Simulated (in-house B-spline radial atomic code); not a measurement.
# Ionising Ru V (Ru4+) with different functionals

Computed with a radial B-spline atomic code at the basis-set limit: scalar-relativistic (spin-free X2C) Hamiltonian, Fermi nucleus of rms radius 4.4809 fm, spin-polarised at highest spin, spherical fractional occupations for the functionals, the average over the highest-spin determinants for Hartree-Fock. The ionisation energy is the difference of two self-consistent energies, [Kr] 4d4 → [Kr] 4d3, without Breit or QED terms; ε is the level of the shell that loses the electron (its least bound occupied spin orbital). There is no spin-orbit coupling in this Hamiltonian.

Hybrids are left out here: with spherical fractional occupations of an open shell their exact exchange keeps a self-interaction that integer-occupation calculations don't have.

| method | rung | ΔSCF (eV) | -ε(4d) (eV) |
| --- | --- | --- | --- |
| Hartree-Fock | Hartree-Fock | 59.97 | 60.86 |
| LDA VWN5 | LDA | 61.04 | 53.39 |
| LDA PW92 | LDA | 61.03 | 53.37 |
| LDA exchange-only | LDA | 59.65 | 52.06 |
| PBE | GGA | 60.99 | 53.34 |
| PBEsol | GGA | 60.94 | 53.30 |
| BLYP | GGA | 60.70 | 53.03 |
| RPBE | GGA | 60.96 | 53.30 |
| PW91 | GGA | ? | ? |
| BP86 | GGA | 60.99 | 53.34 |
| AM05 | GGA | 60.90 | 53.25 |
| OLYP | GGA | 61.21 | 53.51 |
| TPSS | meta-GGA | 60.94 | 53.29 |
| SCAN | meta-GGA | 61.23 | 53.65 |
| r2SCAN | meta-GGA | 61.29 | 53.71 |
| revTPSS | meta-GGA | ? | ? |

Q: What does revTPSS give?

A: ΔSCF 60.88 eV, and -ε(4d) = 53.25 eV.

Q: What does PW91 give?

A: ΔSCF 61.06 eV, and -ε(4d) = 53.40 eV.

Q: How do they compare with the NIST value?

A: NIST lists 59 eV ± 1.9 (tabulated theory, ground level to ground level). Errors run from +0.65 to +2.29 eV; all lie within about twice that uncertainty, so the table can't rank the methods. Hartree-Fock also lacks correlation.
